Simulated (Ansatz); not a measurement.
Spectroscopic constants of TeO, multiplicity 3 (the spin of the measured ground state). No spin–orbit coupling.

D_e counts from the fitted minimum to each atom's lowest state at the same level, without counterpoise.

Correlated levels freeze the inner cores; with def2 sets outer-core shells near the valence are correlated too.

The values were computed with Ansatz (a quantum-chemistry and plane-wave program).  In def2 rows elements past Kr take small-core potentials, without spin–orbit coupling.

```csv
level,bond energy D_e (kcal/mol)
r2SCAN/def2-TZVPP,99.61
B97M-V/def2-TZVPP,99.59
B3LYP/def2-TZVPP,94.93
CAM-B3LYP/def2-TZVPP,92.21
B2PLYP/def2-TZVPP,96.36
CCSD/def2-TZVPP,79.38
CCSD/def2-QZVPP,___
CCSD(T)/def2-TZVPP,88.13
CCSD(T)/def2-QZVPP,93.46
```

Task: Complete the blanks.

Result: 
- CCSD/def2-QZVPP, bond energy D_e (kcal/mol): 84.04

Doubts at one or more of the structures used: other coupled-cluster roots lie near (CCSD/def2-TZVPP, CCSD(T)/def2-TZVPP).
